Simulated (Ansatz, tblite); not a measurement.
Isomers of Cu₄⁻ (doublet), found by a short tight-binding search and relaxed with r2SCAN-D4/def2-SVPD in Ansatz.

The xTB rows come from tblite. Correlated methods freeze 36 core orbitals. In CCSD on the charge -1 doublet the largest single amplitude is 0.24, so its Hartree–Fock determinant may place the open shell otherwise than the density functionals do.

Run but left out: HF/def2-SVPD, MP2/def2-SVPD (A: ⟨S²⟩ 1.21, where a pure state has 0.75).

A: At PBE-D4/def2-TZVPD, revPBE-D4/def2-TZVPD, r2SCAN-D4/def2-TZVPD, PBE0-D4/def2-TZVPD the highest occupied level of the charge -1 doublet lies above zero (up to 0.51 eV). By energy differences its removal costs 1.34 eV (vertical, to the charge 0 singlet, at PBE0-D4/def2-TZVPD). At CCSD(T)/def2-SVPD the charge -1 doublet is spin-contaminated (final ⟨S²⟩ up to 1.21, 0.75 for a pure state). B: At PBE-D4/def2-TZVPD, revPBE-D4/def2-TZVPD, r2SCAN-D4/def2-TZVPD the highest occupied level of the charge -1 doublet lies above zero (up to 0.42 eV). It is a level of α spin, whose loss leaves a singlet; that state wasn't run at this geometry and level. The electron is either unbound and held by the finite basis, or the level is raised by self-interaction error. At CCSD(T)/def2-SVPD the charge -1 doublet is spin-contaminated (final ⟨S²⟩ up to 1.18, 0.75 for a pure state).

Other spin states were run for one of them alone.

A:

```xyz
4

Cu    1.338   -0.751   -1.260
Cu   -1.338    0.750    1.260
Cu   -0.366   -1.087    0.259
Cu    0.366    1.088   -0.259
```

B:

```xyz
4

Cu   -0.8595   -1.6499    0.5378
Cu    1.3854   -1.3483    0.0741
Cu   -0.0674    0.4340   -0.0185
Cu   -0.4584    2.5642   -0.5935
```

Task: Estimate which lies lowest at each level, and how far above it the others are (eV).

Result: 
```tsv
level	A	B
GFN1-xTB	0.00	0.80
GFN2-xTB	0.00	0.29
PBE-D4/def2-TZVPD	0.00	0.34
revPBE-D4/def2-TZVPD	0.00	0.30
r2SCAN-D4/def2-TZVPD	0.00	0.40
PBE0-D4/def2-TZVPD	0.00	0.28
PBE-QIDH/def2-TZVPD	0.00	0.33
CCSD/def2-SVPD	0.00	0.30
CCSD(T)/def2-SVPD	0.00	0.43
```
Point groups (tolerance 0.1 Å): A D2h, B not assigned. Lower isomers may exist.
